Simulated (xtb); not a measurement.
Input for xtb: GFN-FF on Li2 (SMILES [Li][Li]).

```
$ xtb mol.xyz --gfnff --sp --chrg 0 --uhf 0
2

Li     0.00000000     0.00000000    -1.36022476
Li    -0.00000000    -0.00000000     1.36022476
```

The log:

```
[...]
           -------------------------------------------------
          |                Calculation Setup                |
           -------------------------------------------------



          ==================== Thresholds ====================
          CN  :   150.00000
          rep :   500.00000
          disp:  2500.00000
          HB1 :   250.00000
          HB2 :   450.00000

          Pauling EN used:
          Z : 3  EN :  0.98
          electric field strengths (au): 0.000

           -------------------------------------------------
          |           Force Field Initialization            |
           -------------------------------------------------

          distances ...
          ----------------------------------------
          generating topology and atomic info file ...
          pair mat ...
          computing topology distances matrix with Floyd-Warshall algo ...
          making topology EEQ charges ...
          #fragments for EEQ constrain: 1
          ----------------------------------------
          generating topology and atomic info file ...
          pair mat ...
          computing topology distances matrix with Floyd-Warshall algo ...
          making topology EEQ charges ...
          #fragments for EEQ constrain: 1
          rings ...
          # BATM   0
          # H in HB   0

  atom   neighbors  erfCN metchar sp-hybrid imet pi  qest     coordinates
    1  Li      1    0.93   0.20         0    1    0  -0.000    0.000000    0.000000   -2.570452
    2  Li      1    0.93   0.20         0    1    0  -0.000   -0.000000   -0.000000    2.570452

          #atoms :   2
          #bonds :   1
          #angl  :   0
          #tors  :   0
          #nmol  :   1
          #optfrag :   1
           -------------------------------------------------
          |                   G F N - F F                   |
          |          A general generic force-field          |
          |                  Version 1.0.3                  |
           -------------------------------------------------
          Number of HB bonds (bound hydrogen)     0
          Number of HB bonds (unbound hydrogen)   0
          Number of XB bonds                      0

 E+G (total)                   0 d,  0 h,  0 min,  0.000 sec
 distance/D3 list               ...        0 min,  0.000 sec (  1.339%)
 non bonded repulsion           ...        0 min,  0.000 sec ( 12.728%)
 dCN                            ...        0 min,  0.000 sec (  3.289%)
 EEQ energy and q               ...        0 min,  0.000 sec ( 19.429%)
 D3                             ...        0 min,  0.000 sec ( 27.020%)
 EEQ gradient                   ...        0 min,  0.000 sec (  5.144%)
 bonds                          ...        0 min,  0.000 sec (  6.525%)
 bend and torsion               ...        0 min,  0.000 sec (  0.775%)
 bonded ATM                     ...        0 min,  0.000 sec (  0.340%)
 HB/XB (incl list setup)        ...        0 min,  0.000 sec ( 14.801%)

         :::::::::::::::::::::::::::::::::::::::::::::::::::::
         ::                     SUMMARY                     ::
         :::::::::::::::::::::::::::::::::::::::::::::::::::::
         :: total energy              -0.009794935529 Eh    ::
         :: gradient norm              0.001402209821 Eh/a0 ::
         ::.................................................::
         :: bond energy               -0.009567735872 Eh    ::
         :: angle energy               0.000000000000 Eh    ::
         :: torsion energy             0.000000000000 Eh    ::
         :: repulsion energy           0.000067261623 Eh    ::
         :: electrostat energy         0.000000000000 Eh    ::
Note: The following floating-point exceptions are signalling: IEEE_UNDERFLOW_FLAG IEEE_DENORMAL
normal termination of xtb
         :: dispersion energy         -0.000294461279 Eh    ::
         :: HB energy                  0.000000000000 Eh    ::
         :: XB energy                  0.000000000000 Eh    ::
         :: bonded atm energy          0.000000000000 Eh    ::
         :: external energy            0.000000000000 Eh    ::
         :: add. restraining           0.000000000000 Eh    ::
         :: total charge               0.000000000000 e     ::
         :::::::::::::::::::::::::::::::::::::::::::::::::::::

           -------------------------------------------------
          |                Property Printout                |
           -------------------------------------------------

molecular dipole:
                 x           y           z       tot (Debye)
 q only:        0.000       0.000       0.000       0.000

           -------------------------------------------------
          | TOTAL ENERGY               -0.009794935529 Eh   |
          | GRADIENT NORM               0.001402209821 Eh/α |
           -------------------------------------------------
########################################################################
[WARNING] Runtime exception occurred
-1- gfnff_setup: Could not read topology file.
########################################################################

------------------------------------------------------------------------
------------------------------------------------------------------------
 total:
 SCF:
```

The run finished.

Cost: very roughly 0.05 core-seconds.
